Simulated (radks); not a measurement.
Species: a nucleus of charge 57.6 with 57 electrons. Configuration: [Xe] 4f1 5d2. All-electron calculation, Dirac Kohn-Sham, PBE, spin-unpolarised, spherical densities, finite nucleus; open shells are shared between the two j in proportion to 2j + 1; Fermi nuclear charge, rms radius 4.8771 fm. Program: a radial shooting solver on a logarithmic mesh with Libxc functionals.

Unscreened Slater integrals over Kohn-Sham orbitals (hartree). Large and small components are both included.

\begin{tabular}{lr}
integral & value \\ \hline
F0(4f7/2,4f7/2) & 0.77167 \\
F2(4f7/2,4f7/2) & 0.34730 \\
F4(4f7/2,4f7/2) & 0.21440 \\
F6(4f7/2,4f7/2) & 0.15329 \\
F0(4f7/2,4f5/2) & 0.77725 \\
F2(4f7/2,4f5/2) & 0.35023 \\
F4(4f7/2,4f5/2) & 0.21628 \\
G2(4f7/2,4f5/2) & 0.34978 \\
G4(4f7/2,4f5/2) & 0.21602 \\
G6(4f7/2,4f5/2) & 0.15447 \\
F0(4f7/2,5d5/2) & 0.36844 \\
F2(4f7/2,5d5/2) & 0.098472 \\
F4(4f7/2,5d5/2) & 0.050667 \\
G1(4f7/2,5d5/2) & 0.065712 \\
G3(4f7/2,5d5/2) & 0.045992 \\
G5(4f7/2,5d5/2) & 0.033431 \\
F0(4f7/2,5d3/2) & 0.37588 \\
F2(4f7/2,5d3/2) & 0.10242 \\
G3(4f7/2,5d3/2) & 0.048397 \\
G5(4f7/2,5d3/2) & 0.035157 \\
F0(4f5/2,4f5/2) & 0.78290 \\
F2(4f5/2,4f5/2) & 0.35323 \\
F4(4f5/2,4f5/2) & 0.21820 \\
F0(4f5/2,5d5/2) & 0.36929 \\
F2(4f5/2,5d5/2) & 0.097536 \\
F4(4f5/2,5d5/2) & 0.049937 \\
G1(4f5/2,5d5/2) & 0.063762 \\
G3(4f5/2,5d5/2) & 0.044926 \\
G5(4f5/2,5d5/2) & 0.032724 \\
F0(4f5/2,5d3/2) & 0.37677 \\
F2(4f5/2,5d3/2) & 0.10148 \\
G1(4f5/2,5d3/2) & 0.067352 \\
G3(4f5/2,5d3/2) & 0.047333 \\
F0(5d5/2,5d5/2) & 0.28467 \\
F2(5d5/2,5d5/2) & 0.14109 \\
F4(5d5/2,5d5/2) & 0.090837 \\
F0(5d5/2,5d3/2) & 0.28801 \\
F2(5d5/2,5d3/2) & 0.14283 \\
G2(5d5/2,5d3/2) & 0.14278 \\
G4(5d5/2,5d3/2) & 0.091982 \\
F0(5d3/2,5d3/2) & 0.29147 \\
F2(5d3/2,5d3/2) & 0.14472 \\
\end{tabular}
